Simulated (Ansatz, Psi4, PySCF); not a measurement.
H₄Sn, charge -1, doublet, at the geometry of the source list (a state made from the parent by changing its charge; the spin is typed, not shown lowest) (core potentials on Sn) (in this run its highest filled SCF level lies above zero, so its values depend strongly on the basis, on diffuse functions most of all), atoms displaced at random by about 0.03 Å a coordinate. Base run: B3LYP/def2-SVP, gradient in PySCF.

Input for PySCF:
```python
from pyscf import gto, scf, dft

mol = gto.M(
    atom='''
Sn   -0.01594982    0.00094826    0.00575878
H    -1.07995348    1.07549122   -0.47960074
H     0.19385399   -1.10934298   -1.18815914
H    -0.55463416   -0.71527840    1.29659011
H     1.46338361    0.77407445    0.36959023
''',
    basis='def2-svp',
    ecp={'Sn': 'def2-svp'},
    charge=-1,
    spin=1,
    verbose=3,
)

mf = dft.UKS(mol)
mf.xc = 'b3lyp'
mf.kernel()
g = mf.nuc_grad_method()
grad = g.kernel()
```

Programs used: Ansatz (a program for electronic structure), Psi4, PySCF; a row that names a program was run with it.

The coordinate followed is x of atom 5.

Each row names what was changed in the base input (with any setting that the change needs).

| change | dE/dx (Eh/bohr) | net force (Eh/bohr) |
|---|---|---|
| base | -0.034102 | 0.000004 |
| density fitting = on | -0.033994 | 0.000004 |
| conv_tol = 1e-6 | -0.034643 | 0.000004 |
| grids.level = 1; grid_response = on | -0.034066 | 0.000000 |
| grids.level = 0; grid_response = off | -0.035375 | 0.000937 |
| grids.level = 5; grid_response = off | -0.034103 | 0.000001 |
| grid_response = on | -0.034101 | 0.000000 |
| code = psi4 | -0.033993 | 0.000002 |
| finite difference step (bohr) = 1e-4; conv_tol = 1e-11 | -0.034109 | - |
| grids.level = 1; grid_response = off | -0.034053 | 0.000121 |
| finite difference step (bohr) = 1e-5; conv_tol = 1e-11 | -0.034109 | - |
| code = ansatz | -0.034131 | 0.000000 |

The net force is zero for an exact gradient.

Open shells are given as the SCF converged; they aren't shown to be the lowest states, and a large step between rows can be another state.
